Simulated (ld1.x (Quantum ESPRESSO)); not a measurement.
**O (Z = 8): excitation energies, all-electron against TM**

- Element: oxygen
- Generator: ld1.x (Quantum ESPRESSO) 7.5
- Type: norm-conserving Troullier–Martins (Kleinman–Bylander form)
- Functional: revPBE
- Relativity: scalar-relativistic
- Frozen core: [He]
- Valence charge: 6
- Reference configuration: 2s2 2p4
- Partial waves: 2s (bound): rc 0.55 bohr; 2p (bound): rc 1.60 bohr
- Local potential: all-electron potential smoothed inside 1.15 bohr (lloc = -1)
- Core correction: none

Energies are relative to the spin-unpolarised reference configuration 2s2 2p4; without spin polarisation the order of configurations can differ from experiment.

Problem. Give the all-electron excitation energy and the error of the potential for: 2s2 2p3; 2s2 2p2; 2s2 2p1; 2s1 2p5; 2s2 2p0; 2s2 2p3.5; 2s1 2p4.

Solution.

```csv
valence configuration,charge,ΔE all-electron (eV),error AE − PS (meV)
2s2 2p3,+1,16.371,+20
2s2 2p2,+2,49.894,+214
2s2 2p1,+3,103.681,+950
2s1 2p5,0,15.043,+40
2s2 2p0,+4,180.451,+2902
2s2 2p3.5,+0.5,6.256,+2.4
2s1 2p4,+1,31.705,-32
```

Levels in the configuration 2s2 2p2:

| level | all-electron (eV) | pseudo (eV) |
| --- | --- | --- |
| 2s | -58.410 | -58.376 |
| 2p | -43.173 | -42.790 |
